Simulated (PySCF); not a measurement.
**NMR data sheet: C5H6O2**

- Formula: C5H6O2
- SMILES: COc1ccoc1
- InChI: InChI=1S/C5H6O2/c1-6-5-2-3-7-4-5/h2-4H,1H3
- Point group of the computed structure: Cs
- Degrees of unsaturation: 3
- Carbon signals: 5
- Proton signals: 4

Molfile (atoms numbered from 1):
```
C5H6O2
     RDKit          3D

 13 13  0  0  0  0  0  0  0  0999 V2000
   -2.0321    0.0542   -0.0768 C   0  0  0  0  0  0  0  0  0  0  0  0
   -0.9476    0.8972   -0.3489 O   0  0  0  0  0  0  0  0  0  0  0  0
    0.2658    0.3666   -0.1417 C   0  0  0  0  0  0  0  0  0  0  0  0
    1.4849    1.0818   -0.3663 C   0  0  0  0  0  0  0  0  0  0  0  0
    2.4784    0.2077   -0.0442 C   0  0  0  0  0  0  0  0  0  0  0  0
    1.9735   -0.9705    0.3541 O   0  0  0  0  0  0  0  0  0  0  0  0
    0.6201   -0.8834    0.2978 C   0  0  0  0  0  0  0  0  0  0  0  0
   -2.0110   -0.8485   -0.7147 H   0  0  0  0  0  0  0  0  0  0  0  0
   -2.0397   -0.2636    0.9819 H   0  0  0  0  0  0  0  0  0  0  0  0
   -2.9478    0.6207   -0.2876 H   0  0  0  0  0  0  0  0  0  0  0  0
    1.5810    2.1053   -0.7189 H   0  0  0  0  0  0  0  0  0  0  0  0
    3.5624    0.2892   -0.0520 H   0  0  0  0  0  0  0  0  0  0  0  0
    0.0623   -1.7660    0.5928 H   0  0  0  0  0  0  0  0  0  0  0  0
  1  2  1  0
  2  3  1  0
  3  4  1  0
  4  5  2  0
  5  6  1  0
  6  7  1  0
  7  3  2  0
  1  8  1  0
  1  9  1  0
  1 10  1  0
  4 11  1  0
  5 12  1  0
  7 13  1  0
M  END
```

Computed data (PySCF 2.14.0 with density-fitted response routines): PBE0-D3(BJ)/def2-SVP geometry, shieldings: GIAO B97-2/pcSseg-2, spin–spin couplings from B3LYP/pcJ-1 (without the spin–dipole term). Non-relativistic Hamiltonian, one conformer, averaged over atoms made equivalent by symmetry, fast rotation or ring inversion, no solvent model.

References, each an isolated molecule treated in the same way: 1H (31.36 ppm), 13C (183.46 ppm) vs TMS; H2O for 17O (326.24 ppm).

| carbon | δC, type | δH (multiplicity, J in Hz) | HMBC from (abs. J ≥ 3 Hz) | span of the C tensor (ppm) |
| --- | --- | --- | --- | --- |
| C1 | 58.2, CH3 | 3.59 (s) | – | 83 |
| C3 | 158.8, C | – | H12, H13, H8/H9/H10 | 127 |
| C4 | 109.4, CH | 6.32 (d, 2.4) | H12, H13 | 156 |
| C5 | 146.9, CH | 7.26 (dd, 2.4, 1.5) | H13, H11 | 148 |
| C7 | 124.5, CH | 7.05 (d, 1.5) | H12, H11 | 112 |

Other nuclei:
```json
{"atoms": "O6", "nucleus": "17O", "environment": "aromatic ring oxygen", "δ (ppm)": "262.7", "σ (ppm)": "63.5"}
{"atoms": "O2", "nucleus": "17O", "environment": "ether oxygen", "δ (ppm)": "68.6", "σ (ppm)": "257.7"}
```

Selected couplings (Hz, signed; the shortest-range and largest first, 30 at most; isotopes 13C, 1H): 1J(C7,H13) 212.9, 1J(C5,H12) 211.4, 1J(C4,H11) 186.4, 1J(C1,H8) 148.0, 1J(C3,C7) 90.9, 1J(C4,C5) 78.0, 1J(C3,C4) 69.6, 2J(C4,C7) 9.4, 2J(C3,C5) 5.8, 2J(C1,C3) -2.2, 3J(C1,C7) 6.6, 3J(C1,C4) 3.8, 3J(H11,H12) 2.4, 4J(H12,H13) 1.5.

- Carbon types of the structure: 1 × C, 3 × CH, 1 × CH3, which accounts for all hydrogens.
- δC 158.8: aromatic carbon bearing oxygen; an ipso carbon deshielded by its heteroatom.
- δC 146.9, 124.5: aromatic CH next to the ring oxygen.
- δC 109.4: aromatic CH; π donation from the O or N substituent raises the electron density at positions ortho and para to it.
- δH 7.26, 7.05: hydrogen on an aromatic CH next to the ring oxygen.
- δH 3.59: hydrogen on a methyl carbon bonded to O; its carbon carries O, hence the downfield position.

Multiplet labels drop couplings under 1 Hz and merge nearly equal ones. Unscaled 3J(H,H) at this level run about 10 % above measured values. Shifts are as computed. Against solution values, carbons near 30 ppm lie about +4 ppm off and those near 130 ppm about +7 ppm. Of 1211 compounds with measured shifts, 218 miss one by over three times the rms of a fit or turn the order of signals round; such compounds aren't used in these exercises. Unscaled 17O shifts of doubly bonded oxygen tend to come out too high, by tens of ppm or more. Experimental scales use liquid or dissolved standards, which lie at an offset from isolated H2O (liquid H2O: subtract about 36 ppm).
